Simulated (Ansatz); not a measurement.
`O[SiH2][SiH2]S` + `O[SiH3]` → `O[SiH2][SiH2]O[SiH3]` + H₂S  (ligand exchange at the Si–S bond)

Calculated with Ansatz (gas phase, PBE0-D4/def2-TZVP geometries, no zero-point term in ΔE). CCSD(T)/CBS adds triple-zeta CCSD(T) − MP2 to the extrapolated MP2 energy (def2 sets, frozen cores). This one scheme is used for every species. DFT in def2-TZVPP. One conformer a species, not always the lowest.

CCSD(T)/CBS gives -37.9 kJ/mol.

Question: Another level gave -49.3 kJ/mol. Which?
A. revPBE/def2-TZVPP
B. BHLYP-D4/def2-TZVPP
C. LDA (SPW92)/def2-TZVPP
D. B97M-V/def2-TZVPP

Answer: B. BHLYP-D4 -49.3, B97M-V -37.5, LDA (SPW92) -24.2, revPBE -19.3 kJ/mol.

Largest T1 diagnostic among the species: 0.012.

From BLYP to BHLYP (50 % exact exchange), in def2-TZVPP and without D4, ΔE moves by −10.1 kJ/mol. In def2-TZVPP, CCSD(T) changes the Hartree–Fock value by +15.2 kJ/mol (the triples alone add +3.4 kJ/mol) and MP2 by +19.1 kJ/mol. Leaving LDA and LC-ωPBE aside and taking each functional with its dispersion term where it has one, the values, not all of them listed here, spread over 26.7 kJ/mol, from BHLYP-D4 to revPBE-D4. LDA lies −3.5 kJ/mol from PBE without D4.
